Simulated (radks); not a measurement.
The nuclear charge of the gold ion Au2+ is varied continuously with 77 electrons held in [Xe] 4f14 5d9. Method: Dirac Kohn-Sham, PBEsol, spin-unpolarised, spherical densities, point nucleus; open shells are shared between the two j in proportion to 2j + 1; computed with a radial shooting solver on a logarithmic mesh with Libxc functionals. By the Hellmann-Feynman theorem dE/dZ = E(electron-nucleus)/Z, the electronic potential at the nucleus.

\begin{tabular}{lrrrrr}
Z & E (hartree) & E(electron-nucleus)/Z (hartree) & HOMO & e(HOMO) (eV) & <r> HOMO (bohr) \\ \hline
78.5 & -18739.9407 & -600.437 & 5d5/2 & -19.961 & 1.590 \\
78.6 & -18800.0454 & -601.656 & 5d5/2 & -21.262 & 1.575 \\
78.7 & -18860.2720 & -602.876 & 5d5/2 & -22.585 & 1.560 \\
78.8 & -18920.6207 & -604.097 & 5d5/2 & -23.931 & 1.546 \\
78.9 & -18981.0915 & -605.319 & 5d5/2 & -25.298 & 1.532 \\
79 & -19041.6845 & -606.542 & 5d5/2 & -26.686 & 1.519 \\
79.1 & -19102.3999 & -607.766 & 5d5/2 & -28.095 & 1.506 \\
79.2 & -19163.2378 & -608.991 & 5d5/2 & -29.524 & 1.494 \\
79.3 & -19224.1981 & -610.217 & 5d5/2 & -30.973 & 1.481 \\
79.4 & -19285.2811 & -611.444 & 5d5/2 & -32.443 & 1.470 \\
79.5 & -19346.4869 & -612.672 & 5d5/2 & -33.931 & 1.458 \\
79.6 & -19407.8155 & -613.901 & 5d5/2 & -35.439 & 1.447 \\
79.7 & -19469.2671 & -615.131 & 5d5/2 & -36.966 & 1.436 \\
79.8 & -19530.8418 & -616.363 & 5d5/2 & -38.512 & 1.425 \\
79.9 & -19592.5397 & -617.595 & 5d5/2 & -40.076 & 1.415 \\
80 & -19654.3609 & -618.829 & 5d5/2 & -41.659 & 1.404 \\
\end{tabular}

The central difference of E at Z = 79 is -606.542 hartree, to compare with the third column; the second derivative is -12.2 hartree.
